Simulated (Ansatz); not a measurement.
`BC1[SiH2]S1` and `C#CC1[SiH2]S1` differ in one atom or group.

Ansatz, PBE0-D4/def2-TZVP geometries, multiplicity 1. 

| property | `BC1[SiH2]S1` |
| --- | --- |
| HOMO energy (PBE/def2-TZVPP) / eV | -5.98 |
| size of the dipole moment (PBE/def2-TZVPP) / D | 1.73 |
| size of the dipole moment (B3LYP/def2-TZVPP) / D | 1.80 |
| HOMO–LUMO gap (PBE0/def2-TZVPP) / eV | 6.05 |
| HOMO energy (PBE0/def2-TZVPP) / eV | -7.17 |
| size of the dipole moment (ωB97M-V/def2-TZVPP) / D | 1.84 |

Problem. Give the same properties after the change, and the shifts. (Best estimate.)

Solution. Ansatz gave: 
```csv
property,`C#CC1[SiH2]S1`,shift
HOMO energy (PBE/def2-TZVPP) / eV,-6.00,-0.02
size of the dipole moment (PBE/def2-TZVPP) / D,1.54,-0.19
size of the dipole moment (B3LYP/def2-TZVPP) / D,1.70,-0.10
HOMO–LUMO gap (PBE0/def2-TZVPP) / eV,6.45,0.40
HOMO energy (PBE0/def2-TZVPP) / eV,-7.14,0.03
size of the dipole moment (ωB97M-V/def2-TZVPP) / D,1.73,-0.11
```

Dipoles are sizes alone; their direction can turn.

B3LYP here is the variant with VWN-RPA as its local correlation; programs differ in this.
